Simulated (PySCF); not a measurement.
C$_{3}$H$_{9}$Al, charge +1, doublet (typed; the unrestricted solution is spin-contaminated), geometry from GFN2-xTB (such geometries of metal compounds can be far from the true shape) (a state made from the parent by changing its charge; the spin is typed, not shown lowest), with bond 12-10 at 2.0 times its length. Base run: B3LYP/STO-3G in PySCF.

PySCF was given this input:
```python
from pyscf import gto, scf, dft

mol = gto.Mole()
mol.atom = '''
    Al   -0.110175   -0.117534   -0.006664
    C    -1.509583   -1.500850   -0.154852
    H    -1.724622   -1.733589   -1.206106
    H    -2.450018   -1.171247    0.305320
    H    -1.197638   -2.428236    0.344190
    C     0.070744    1.678500   -0.955819
    H     1.080283    1.766114   -1.366181
    H    -0.108987    2.475854   -0.230903
    H    -0.675640    1.713043   -1.751181
    C     1.585279   -0.022341    1.120249
    H     1.643105    0.958654    1.599901
    H     3.310425   -0.315447   -0.189533
    H     1.539300   -0.815604    1.868766
'''
mol.basis = 'sto-3g'
mol.charge = 1
mol.spin = 1
mol.verbose = 4
mol.build()

mf = dft.UKS(mol)
mf.xc = 'b3lyp'
mf.kernel()
```

The base run was repeated with changes; each row names its change, and settings that it needs were set with it.

```csv
change,ΔE vs base (mEh),SCF cycles,<S^2>,outcome
base,0.000,16,1.048,converged
init_guess = sap,0.000,19,1.048,converged
conv_tol = 1e-7,0.000,13,1.048,converged
DIIS = EDIIS,-,50,-,not converged
diis = off; damp = 0.6 (with mf.diis_start_cycle = 200; with mf.max_cycle = 150),0.000,52,1.048,converged
init_guess = mod_huckel,12.570,22,0.791,another SCF solution
diis_space = 12,0.000,15,1.048,converged
conv_tol_grad = 1e-7,0.000,19,1.048,converged
diis_space = 20,0.000,15,1.048,converged
diis = off; damp = 0.3 (with mf.diis_start_cycle = 200; with mf.max_cycle = 150),-,150,-,not converged
conv_tol = 1e-11,0.000,17,1.048,converged
conv_tol = 1e-6,0.000,13,1.048,converged
level_shift = 1.0 (with mf.max_cycle = 100),-,100,-,not converged
```

A guess, shift, damping, solver or small numerical setting can't move a converged solution much, so rows marked as another SCF solution ended in a different state.

Open shells are given as the SCF converged; they aren't shown to be the lowest states, and a large step between rows can be another state.
